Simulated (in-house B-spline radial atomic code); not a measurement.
The numbers below are computed, except where a source is named.
# From levels and matrix elements to observables: Tl⁷⁰⁺

One electron outside the [He] 2s2 2p6 core, from an all-electron radial atomic-structure program (B-spline basis): Brueckner orbitals with a screened correlation potential on Dirac-Hartree-Fock, Breit and QED terms for the lowest states, dipole elements in length form with static core polarisation. The core's own polarisability, by RPA, is 2.922e-05 bohr³.

| state | removal energy (cm⁻¹) | size of the reduced dipole element to 3s1/2 (a.u.) |
| --- | --- | --- |
| 3s1/2 | 71631443 | - |
| 4s1/2 | 38887538 | - |
| 3p1/2 | 70142471 | 0.125 |
| 3p3/2 | 65502753 | 0.186 |
| 4p1/2 | 38274329 | 0.05116 |
| 4p3/2 | 36373466 | 0.04921 |

Use R = 109737.3 cm⁻¹, 1 hartree = 219474.6 cm⁻¹, c = 137.036 and 1 a.u. of rate = 4.1341e16 s⁻¹.

(1) Find the quantum defects of the two s states and predict 5s1/2.

(2) What are the wavelength, oscillator strength and rate of 3s1/2–3p3/2?

Answers

(1) With n* = 71 √(R/E): 3s1/2 has n* = 2.7790, δ = 0.2210; 4s1/2 has n* = 3.7716, δ = 0.2284. Ritz's form δ = δ0 + b/n*² gives b = -0.124, δ0 = 0.2371, so with n* ≈ 5 − 0.2284, δ = 0.2316 and E = R × 71²/(5 − 0.2316)² = 24329335 cm⁻¹. The program finds 24369517 cm⁻¹. In so highly charged an ion δ holds relativistic, Breit and QED shifts that Ritz's form doesn't follow, and the higher level lacks the last two.

(2) ΔE = 6128690 cm⁻¹ = 27.92437 hartree, λ = 1.6317 nm in vacuum. f = (2/3) ΔE D²/(2j + 1 of the lower state) = (2/3) × 27.92437 × 0.186²/2 = 0.3220. A = (4/3) ΔE³ D²/(c³ (2j' + 1)) = 9.7578e-05 a.u. = 4.034e+12 s⁻¹, a partial lifetime of 0.0002479 ns.
